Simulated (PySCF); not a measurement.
Isomers of C8H8S.

All values: B3LYP/def2-SVPD (PySCF) at PBE0-D3(BJ)/def2-SVP geometries, gas phase, one conformer each. Core orbitals are frozen in the response; Δα² is half the sum of the squared differences of the principal polarisabilities.

Question: Rank by dipole moment, lowest first.
A. `[CH3:1][C:2](=[S:3])[c:4]1[cH:5][cH:6][cH:7][cH:8][cH:9]1` with C1–C2–C4–C5 176°
B. `[CH2:1]=[CH:2][c:3]1[cH:4][cH:5][cH:6][cH:7][c:8]1[SH:9]` with C1–C2–C3–C4 35°, C7–C8–S9–H -139°
C. `[CH3:1][C:2](=[S:3])[C@@:4]12[C@@H:5]3[C@H:6]4[C@@H:7]3[C@@H:8]1[C@@H:9]24` with C1–C2–C4–C5 0°
D. `[SH:1][C@:2]12[C@H:3]3[C@@H:4]4[C@@H:5]5[C@H:6]3[C@H:7]1[C@@H:8]5[C@H:9]24` with H–S1–C2–C3 63°

Answer: B (1.22 D), D (1.75 D), A (3.24 D), C (3.92 D).

Question: Rank by HOMO energy, highest first.
A. `[CH3:1][C:2](=[S:3])[C@@:4]12[C@@H:5]3[C@H:6]4[C@@H:7]3[C@@H:8]1[C@@H:9]24` with C1–C2–C4–C5 0°
B. `[CH2:1]=[CH:2][c:3]1[cH:4][cH:5][cH:6][cH:7][c:8]1[SH:9]` with C1–C2–C3–C4 35°, C7–C8–S9–H -139°
C. `[CH3:1][C:2](=[S:3])[c:4]1[cH:5][cH:6][cH:7][cH:8][cH:9]1` with C1–C2–C4–C5 176°

Answer: A (-5.88 eV), C (-6.09 eV), B (-6.32 eV).

Question: Rank by HOMO–LUMO gap, lowest first.
A. `[CH2:1]=[CH:2][c:3]1[cH:4][cH:5][cH:6][cH:7][c:8]1[SH:9]` with C1–C2–C3–C4 35°, C7–C8–S9–H -139°
B. `[SH:1][C@:2]12[C@H:3]3[C@@H:4]4[C@@H:5]5[C@H:6]3[C@H:7]1[C@@H:8]5[C@H:9]24` with H–S1–C2–C3 63°
C. `[CH3:1][C:2](=[S:3])[C@@:4]12[C@@H:5]3[C@H:6]4[C@@H:7]3[C@@H:8]1[C@@H:9]24` with C1–C2–C4–C5 0°
D. `[CH3:1][C:2](=[S:3])[c:4]1[cH:5][cH:6][cH:7][cH:8][cH:9]1` with C1–C2–C4–C5 176°

Answer: D (3.35 eV), C (3.94 eV), A (4.89 eV), B (6.31 eV).

All values together:

| SMILES | μ (D) | HOMO (eV) | LUMO (eV) | α (Å³) | Δα (Å³) | ΔSCF removal energy (eV) |
| --- | --- | --- | --- | --- | --- | --- |
| C=Cc1ccccc1S | 1.22 | -6.32 | -1.43 | 17.77 | 10.90 | 8.15 |
| S[C@]12[C@H]3[C@@H]4C5[C@H]3[C@H]1[C@@H]5[C@@H]42 | 1.75 | -6.33 | -0.01 | 14.59 | 3.54 | 8.44 |
| CC(=S)c1ccccc1 | 3.24 | -6.09 | -2.74 | 18.07 | 13.54 | 8.16 |
| CC(=S)[C@@]12[C@@H]3[C@H]4[C@@H]3[C@@H]1[C@H]42 | 3.92 | -5.88 | -1.93 | 16.23 | 7.73 | 8.00 |

Conformers: `[CH2:1]=[CH:2][c:3]1[cH:4][cH:5][cH:6][cH:7][c:8]1[SH:9]` with C1–C2–C3–C4 35°, C7–C8–S9–H -139°; `[SH:1][C@:2]12[C@H:3]3[C@@H:4]4[C@@H:5]5[C@H:6]3[C@H:7]1[C@@H:8]5[C@H:9]24` with H–S1–C2–C3 63°; `[CH3:1][C:2](=[S:3])[c:4]1[cH:5][cH:6][cH:7][cH:8][cH:9]1` with C1–C2–C4–C5 176°; `[CH3:1][C:2](=[S:3])[C@@:4]12[C@@H:5]3[C@H:6]4[C@@H:7]3[C@@H:8]1[C@@H:9]24` with C1–C2–C4–C5 0°.
